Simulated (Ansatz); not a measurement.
Basis sets compared for Sn2H6. Charge 0, multiplicity 1. Geometry PBE0-D4/def2-TZVP. Ansatz on 2 threads of Arm Neoverse N1 on a shared host; times are rough, and most runs start from earlier orbitals.

Cartesian coordinates in Å:
```
Sn -0.359 0.320 -1.295
H -1.803 -0.478 -1.736
H -0.609 2.002 -1.454
H 0.864 -0.144 -2.393
Sn 0.359 -0.320 1.295
H 1.821 0.450 1.724
H 0.574 -2.006 1.462
H -0.848 0.175 2.396
```

In the def2 sets Sn takes a core potential, while STO-3G treats all electrons; there is no spin–orbit coupling.

STO-3G and 6-31G are all-electron sets without relativity, so their totals don't compare with the def2 sets.

Binding counts from free atoms (Sn triplet, H doublet) in the same basis, without a counterpoise term.

```tsv
level	functions	energy (Eh)	HOMO (eV)	LUMO (eV)	binding per atom (eV)	wall time
HF/STO-3G	60	-11930.1245	-7.74	9.83	3.10	0.95 s
PBE-D4/def2-SVP	82	-432.1317	-6.69	-1.14	2.22	1.4 s
PBE0-D4/def2-SVP	82	-432.1642	-7.70	-0.30	2.22	2.4 s
```

(1) Estimate the rows for HF/def2-TZVP, PBE-D4/def2-TZVP, PBE0-D4/def2-TZVP (with forces).

Answers

(1) 
| level | functions | energy (Eh) | HOMO (eV) | LUMO (eV) | binding per atom (eV) | wall time |
| --- | --- | --- | --- | --- | --- | --- |
| HF/def2-TZVP | 136 | -430.1633 | -9.95 | 2.02 | 1.65 | 1.6 s |
| PBE-D4/def2-TZVP | 136 | -432.1533 | -6.74 | -1.38 | 2.23 | 2.3 s |
| PBE0-D4/def2-TZVP (with forces) | 136 | -432.1828 | -7.73 | -0.57 | 2.24 | 5.5 s |
